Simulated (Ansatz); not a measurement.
`C=C=C(Cl)O[SiH3]` from Hartree–Fock to CCSD(T)

```xyz
11

C     0.818    2.033    1.741
C     0.619    0.956    1.044
C     0.442   -0.132    0.351
Cl    0.708   -1.688    1.096
O     0.087   -0.166   -0.939
Si   -0.910   -1.286   -1.673
H     0.023    2.485    2.329
H     1.787    2.525    1.761
H    -2.130   -1.497   -0.857
H    -1.239   -0.660   -2.972
H    -0.204   -2.571   -1.882
```

Total charge 0; spin multiplicity 1. The geometry is a stationary point of PBE0-D4/def2-TZVP. It is one conformer, not always the lowest. Frozen core, restricted reference, Ansatz. CBS rows extrapolate triple and quadruple zeta; past MP2 they add the triple-zeta difference.

```
     basis     HF (Eh)  MP2 corr.
  def2-SVP  -939.37385   -0.79975
def2-TZVPP  -939.86377   -1.01163
def2-QZVPP  -939.89424   -1.08923
```

Task: Estimate the CCSD correlation energy and the (T) correction in each basis where they were run (hartree).

Result: 
```
     basis  CCSD corr.       (T)
  def2-SVP    -0.85557  -0.02885
def2-TZVPP    -1.06032  -0.04891
 CBS(def2)    -1.19539     as TZ
```
